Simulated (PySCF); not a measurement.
Nb(NMe)(F)2(Cl) (CH₃ClF₂NNb), SMILES C[N]=[Nb]([F])([F])[Cl], multiplicity 1. Atoms are numbered in the order given.

```xyz
9

Nb    -0.3146     0.0988     0.0000
N      0.4635    -1.4425     0.0000
C      1.1039    -2.7062     0.0000
H      0.8251    -3.2886     0.8943
H      2.2001    -2.5816     0.0000
H      0.8251    -3.2886    -0.8943
F     -1.3488     0.1711     1.5537
F     -1.3488     0.1711    -1.5537
Cl     1.3799     1.6684     0.0000
```
Charge 0, spin multiplicity 1.

Geometry optimised at PBE0-D3(BJ)/def2-SVP. The spin state was assumed, not searched. The structure was generated by enumeration; whether it is a known compound was not checked. The def2 effective core potentials stand for the cores of Nb; spin–orbit coupling is left out.

Computed with CAM-B3LYP/def2-TZVP (PySCF).

Gas-phase values at a fixed geometry.

```
Item                                                                                                             Value
---------------------------------------------------------------------------------------------  -----------------------
total energy                                                                                        -811.79026 hartree
point group                                                                                                         Cs
highest occupied level                                                                                        -9.54 eV
lowest empty level                                                                                            -0.85 eV
orbital gap                                                                                                    8.69 eV
dipole moment                                                                                                0.457 e·Å
quadrupole, principal values (traceless, Buckingham form, about the centre of nuclear charge)  -6.17, -5.19, 11.36 D·Å
mean static polarisability                                                                       69.5 bohr³ (10.29 Å³)
polarisability, principal values                                                                54.1, 64.8, 89.5 bohr³
```
